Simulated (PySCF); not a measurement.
ClCs, triplet, at the geometry of the source list (a higher spin typed on purpose: for a closed-shell molecule this is an excited state) (all electrons, no relativity); PBE/3-21G (PySCF).

The PySCF input:
```python
from pyscf import gto, scf, dft

mol = gto.Mole()
mol.atom = '''
    Cs   -0.896400   -0.791600   -0.841800
    Cl    0.896400    0.791600    0.841800
'''
mol.basis = '3-21g'
mol.charge = 0
mol.spin = 2
mol.verbose = 4
mol.build()

mf = dft.UKS(mol)
mf.xc = 'pbe'
mf.kernel()
```

The log (banner, timings and long lists left out):

```
PySCF version 2.14.0

[INPUT] verbose = 4
[INPUT] num. atoms = 2
[INPUT] num. electrons = 72
[INPUT] charge = 0
[INPUT] spin (= nelec alpha-beta = 2S) = 2
[INPUT] symmetry False subgroup None
[INPUT] Mole.unit = angstrom
[INPUT] Symbol           X                Y                Z      unit          X                Y                Z       unit  Magmom
[INPUT]  1 Cs    -0.896400000000  -0.791600000000  -0.841800000000 AA   -1.693950498060  -1.495907200206  -1.590771451659 Bohr   0.0
[INPUT]  2 Cl     0.896400000000   0.791600000000   0.841800000000 AA    1.693950498060   1.495907200206   1.590771451659 Bohr   0.0

nuclear repulsion = 169.160359167453
number of shells = 22
number of NR pGTOs = 111
number of NR cGTOs = 48
basis = 3-21g
ecp = {}

******** <class 'pyscf.dft.uks.UKS'> ********
method = UKS
initial guess = minao
damping factor = 0
level_shift factor = 0
DIIS = <class 'pyscf.scf.diis.CDIIS'>
diis_start_cycle = 1
diis_space = 8
diis_damp = 0
SCF conv_tol = 1e-09
SCF conv_tol_grad = None
SCF max_cycles = 50
direct_scf = True
direct_scf_tol = 1e-13
number electrons alpha = 37  beta = 35
XC library pyscf.dft.libxc version 7.1.2
    S. Lehtola, C. Steigemann, M. J. T. Oliveira, and M. A. L. Marques,  SoftwareX 7, 1–5 (2018)
XC functionals = pbe
    J. P. Perdew, K. Burke, and M. Ernzerhof,  Phys. Rev. Lett. 77, 3865 (1996)
    J. P. Perdew, K. Burke, and M. Ernzerhof,  Phys. Rev. Lett. 78, 1396 (1997)
    J. P. Perdew, K. Burke, and M. Ernzerhof,  Phys. Rev. Lett. 77, 3865 (1996)
    J. P. Perdew, K. Burke, and M. Ernzerhof,  Phys. Rev. Lett. 78, 1396 (1997)
radial grids:
    Treutler-Ahlrichs [JCP 102, 346 (1995); DOI:10.1063/1.469408] (M4) radial grids

becke partition: Becke, JCP 88, 2547 (1988); DOI:10.1063/1.454033
pruning grids: <function nwchem_prune>
grids dens level: 3
symmetrized grids: False
atomic radii adjust function: <function treutler_atomic_radii_adjust>
small_rho_cutoff = 0
Set gradient conv threshold to 3.16228e-05
tot grids = 42592
init E= -7969.21398679301

cycle= 1 E= -7989.88753030125  delta_E= -20.7  |g|= 0.0824  |ddm|= 1.22

cycle= 2 E= -7989.88881586681  delta_E= -0.00129  |g|= 0.0281  |ddm|= 0.163

cycle= 3 E= -7989.88917089079  delta_E= -0.000355  |g|= 0.0108  |ddm|= 0.061

cycle= 4 E= -7989.8892332537  delta_E= -6.24e-05  |g|= 0.0015  |ddm|= 0.0176

cycle= 5 E= -7989.88923466904  delta_E= -1.42e-06  |g|= 0.000181  |ddm|= 0.00367

cycle= 6 E= -7989.8892346981  delta_E= -2.91e-08  |g|= 1.91e-05  |ddm|= 0.000489

cycle= 7 E= -7989.88923469853  delta_E= -4.29e-10  |g|= 2.96e-06  |ddm|= 0.00011

Extra cycle  E= -7989.88923469855  delta_E= -2e-11  |g|= 1.58e-06  |ddm|= 5.67e-05
converged SCF energy = -7989.88923469855  <S^2> = 2.0001498  2S+1 = 3.0000998
```
